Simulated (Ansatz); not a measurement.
`C=C(F)[SeH]`. Charge 0, multiplicity 1. Geometry: relaxed with PBE0-D4/def2-TZVP. It is one conformer, not always the lowest.

```xyz
7

C     0.608    0.994    0.051
C     0.054   -0.192    0.230
F     0.692   -1.157    0.898
Se   -1.711   -0.650   -0.298
H     1.574    1.216    0.488
H     0.101    1.748   -0.532
H    -1.319   -1.960   -0.837
```

Task: What is the dipole moment at PBE/def2-TZVPP? (Estimate.)

Result: The calculation gave: 0.73 D, with components (0.02, 0.39, -0.61) D in this frame, pointing from negative to positive charge.

Task: And with r2SCAN, B3LYP, ωB97M-V? (Best estimate.)

Result: Computed: r2SCAN 0.77 D, B3LYP 0.86 D, ωB97M-V 0.85 D.

Task: Give the Mulliken charges with PBE, ωB97M-V, B3LYP in def2-TZVPP. (Estimate.)

Result: Computed: 
```json
{"atom": "C1", "PBE": "-0.23", "ωB97M-V": "-0.22", "B3LYP": "-0.25"}
{"atom": "C2", "PBE": "0.12", "ωB97M-V": "0.11", "B3LYP": "0.14"}
{"atom": "F3", "PBE": "-0.14", "ωB97M-V": "-0.18", "B3LYP": "-0.19"}
{"atom": "Se4", "PBE": "-0.02", "ωB97M-V": "-0.01", "B3LYP": "0.00"}
{"atom": "H5", "PBE": "0.10", "ωB97M-V": "0.11", "B3LYP": "0.12"}
{"atom": "H6", "PBE": "0.11", "ωB97M-V": "0.12", "B3LYP": "0.12"}
{"atom": "H7", "PBE": "0.05", "ωB97M-V": "0.07", "B3LYP": "0.05"}
```

B3LYP here is the variant with VWN-RPA as its local correlation; programs differ in this.
